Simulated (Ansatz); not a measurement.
```yaml
crystal:
  periodic: [false, false, false]
  atoms:
    - {symbol: Al, position_ang: [-1.094755, -0.521631, -0.578564]}
    - {symbol: Si, position_ang: [0.362751, 1.010301, 0.423859]}
    - {symbol: As, position_ang: [0.657615, -1.378256, 0.827454]}
    - {symbol: H, position_ang: [-2.175935, -1.024602, -1.611134]}
    - {symbol: H, position_ang: [1.533575, 1.760885, -0.102621]}
    - {symbol: H, position_ang: [-0.076653, 1.587558, 1.721215]}
    - {symbol: H, position_ang: [0.854601, -1.502255, -0.725908]}
basis:
  gaussian: {orbitals: "6-311G**", nuclear_model: gaussian}
total_charge: -1
magnetization: {spin_polarized: true, initial_magnetization: 1}
hamiltonian: {xc: {name: B97}}
```

```sh
$ ansatz run in.yaml --threads 2 --pin off --events-out ev --progress --plain --max-ram 4352MiB
```

How does Ansatz answer? (An estimate is asked.)

Ansatz gave: The input was rejected before any iteration.
```
Error: <dir> can't be read: No such file or directory (os error 2)
```
